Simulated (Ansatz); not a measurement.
Z-matrix (Å, degrees):
```
Si
N 1 1.714
H 1 1.482 2 113.7
H 1 1.482 2 113.7 3 127.5
H 1 1.541 2 106.7 3 -116.3
C 2 1.277 1 113.9 3 116.3
Ga 6 2.024 2 122.3 1 0.0
O 6 1.337 2 120.0 1 180.0
H 7 1.564 6 118.0 2 -94.7
H 7 1.564 6 118.0 2 94.6
H 8 0.973 6 107.1 2 -0.0
```

The species carries charge 0 and has multiplicity 1.

Task: List the PBE0/def2-TZVPP orbital energies in eV (Ansatz). (Estimate.)

Result: The calculation gave: Occupied: -10147.11, -1803.34, -1252.99, -1109.18, -1109.07, -1109.06, -523.96, -390.91, -280.92, -151.24, -145.63, -104.26, -103.98, -103.96, -100.34, -100.26, -100.26, -30.45, -24.98, -23.36, -23.22, -23.19, -23.07, -23.07, -17.71, -16.13, -13.92, -13.26, -12.23, -11.46, -10.47, -10.25, -9.94, -8.73, -8.21, -7.24. Lowest empty: -1.26, -0.26, 0.40, 0.77, 1.26, 1.28, 1.70, 1.92.
